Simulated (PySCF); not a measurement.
## Distorted geometries of [AuF2]−

[AuF2]− (singlet). PySCF 2.14.0, RKS B3LYP, Au def2-SVP with ECP60, F def2-SVP; non-relativistic Hamiltonian with scalar-relativistic core potentials where named; density fitting; no spin-orbit coupling. Relaxed geometry:

```xyz
3

Au    0.0000    0.0000    0.0000
F     0.0000    0.0000    1.9711
F     0.0000    0.0000   -1.9711
```

Task: Order these distorted geometries by energy above the relaxed one, lowest first.
A.
```xyz
3

Au   -0.0091   -0.0081    0.0357
F     0.0093   -0.0017    1.9565
F    -0.0001    0.0098   -1.9922
```
B.
```xyz
3

Au    0.0107    0.0194    0.0741
F    -0.1212    0.0380    1.8897
F     0.1105   -0.0574   -1.9638
```
C.
```xyz
3

Au   -0.0128    0.0002   -0.0145
F     0.0038    0.0371    2.0011
F     0.0090   -0.0373   -1.9867
```

Result: C (0.02 eV), A (0.06 eV), B (0.34 eV).

Task: Which forces (eV/Å) act in the one that lies 0.02 eV up?

Result: 
```
Au   0.09  0.01  0.75
F   -0.04 -0.02 -0.79
F   -0.04  0.01  0.04
```
Forces carry noise of the integration grid, about 0.01 to 0.03 eV/Å.
